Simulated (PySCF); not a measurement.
## Mn⁺: ionisation energy

Mn⁺ [Ar] 3d5 4s1 (7S) → Mn²⁺ [Ar] 3d5 (6S), as a difference of total energies. Calculation: PySCF 2.14, in pcseg-2 (6s4p3d2f1g, 56 functions); the non-relativistic Hamiltonian (point nucleus). Correlated levels: valence: [Ar] frozen. The calculations carry no spin-orbit coupling.

| method | ionisation energy (eV) |
| --- | --- |
| UHF | 14.713 |
| PBE | 16.109 |
| M06-L | 15.228 |
| MP2 (valence) | 15.133 |
| SCS-MP2 (valence) | 14.853 |

Q: How much does correlation contribute at MP2 (valence)?

A: 15.133 − (14.713) = 0.420 eV, measured against UHF.

These non-relativistic numbers lack the scalar-relativistic shift.

Errors of the correlated levels include the incompleteness of this basis and the frozen core.

For comparison: 15.640 eV (measured; NIST Atomic Spectra Database, ionization energies).
